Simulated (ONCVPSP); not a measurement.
**nitrogen (N), ONCV: configuration errors across variants**

| Property | Result |
| --- | --- |
| Element | nitrogen |
| Generator | ONCVPSP 4.0.1 |
| Type | optimised norm-conserving Vanderbilt (ONCV) |
| Functional | BLYP |
| Relativity | scalar-relativistic |
| Frozen core | [He] |
| Valence charge | 5 |
| Reference configuration | 2s2 2p2.75 (charge +0.25) |
| Partial waves | 2s: rc 0.85 bohr, ncon 4, nbas 8, qcut 8.3 1/bohr, 3 projectors, debl 3.9 Ha; 2p: rc 2.10 bohr, ncon 5, nbas 8, qcut 7.4 1/bohr, 2 projectors, debl 1.9 Ha; d scattering state at 0.03 Ha: rc 2.00 bohr, ncon 4, nbas 7, qcut 4.5 1/bohr, 2 projectors, debl 2.6 Ha |
| Local potential | polynomial inside 0.70 bohr (lpopt 2, dvloc0 3 Ha) |
| Core correction | Teter function, fcfact 4.5, rcfact 1.65 |

All-electron excitation energies from the reference (eV): (1) 2s2 2p3 -2.143; (2) 2s2 2p2 11.431; (3) 2s2 2p1 40.304; (4) 2s2 2p2.5 2.939.

1 further variants failed, have other tests or too few solved ones, and are left out.

A true bound ghost makes a file unfit for plane-wave use even where its test errors are small: the radial tests pick states by their node count and pass the ghost by.

Errors AE − PS in meV (a dash: test not solved or not reliable):

```tsv
change	(1)	(2)	(3)	(4)	bound ghosts	GHOST(+) flags above zero
base	+1.6	+32	+329	+2.3	s	s
all radii but the core radius scaled by about 0.84 (s 0.72, p 1.78, d 1.68 bohr); local potential polynomial inside 0.60 bohr (lpopt 2, dvloc0 3 Ha)	+0.9	+17	+187	+1.1	s	s
all radii but the core radius scaled by about 0.90 (s 0.76, p 1.90, d 1.80 bohr); local potential polynomial inside 0.64 bohr (lpopt 2, dvloc0 3 Ha)	+1.1	+22	+234	+1.5	s	s
all radii but the core radius scaled by about 0.95 (s 0.82, p 2.00, d 1.90 bohr); local potential polynomial inside 0.66 bohr (lpopt 2, dvloc0 3 Ha)	+1.3	+27	+280	+1.9	s	s
all radii but the core radius scaled by about 1.08 (s 0.92, p 2.28, d 2.16 bohr); local potential polynomial inside 0.76 bohr (lpopt 2, dvloc0 3 Ha)	+2.2	+44	+438	+3.2	s	s
all radii but the core radius scaled by about 1.19 (s 1.02, p 2.50, d 2.38 bohr); local potential polynomial inside 0.84 bohr (lpopt 2, dvloc0 3 Ha)	+3.1	+61	+590	+4.6	none	none
all radii but the core radius scaled by about 1.27 (s 1.08, p 2.66, d 2.54 bohr); local potential polynomial inside 0.88 bohr (lpopt 2, dvloc0 3 Ha)	+4.0	+76	+721	+5.9	none	none
all radii but the core radius scaled by about 1.33 (s 1.14, p 2.80, d 2.66 bohr); local potential polynomial inside 0.94 bohr (lpopt 2, dvloc0 3 Ha)	+4.6	+87	+805	+6.7	none	none
```

(1) Give the same row for: all radii but the core radius scaled by about 1.15 (s 0.98, p 2.42, d 2.30 bohr); local potential polynomial inside 0.80 bohr (lpopt 2, dvloc0 3 Ha).

Results:

(1) +2.8, +55, +533, +4.1; bound ghosts: none; GHOST(+) flags above zero: none.
